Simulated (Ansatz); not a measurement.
Cl3OSi (`[O][Si](Cl)(Cl)Cl`) radical. Total charge 0; spin multiplicity 2. Geometry: relaxed with PBE0-D4/def2-TZVP.

```xyz
5

O    -1.218    0.979   -0.648
Si   -0.056    0.009   -0.002
Cl   -0.068    0.065    2.015
Cl    1.609    0.856   -0.770
Cl   -0.268   -1.909   -0.594
```

Question: What is the dipole moment at PBE/def2-TZVPP? (Estimate.)

Answer: The calculation gave: 1.35 D, with components (1.14, -0.61, 0.37) D in this frame, pointing from negative to positive charge.

Question: And with r2SCAN, B3LYP, ωB97M-V? (An estimate is asked.)

Answer: Ansatz gave: r2SCAN 1.03 D, B3LYP 1.02 D, ωB97M-V 0.84 D.

Question: Give the Mulliken charges with PBE, r2SCAN, B3LYP in def2-TZVPP. (Estimate.)

Answer: Computed: 
```csv
atom,PBE,r2SCAN,B3LYP
O1,-0.25,-0.27,-0.26
Si2,0.63,0.76,0.74
Cl3,-0.14,-0.17,-0.17
Cl4,-0.10,-0.15,-0.14
Cl5,-0.14,-0.17,-0.17
```

B3LYP here is the variant with VWN-RPA as its local correlation; programs differ in this.
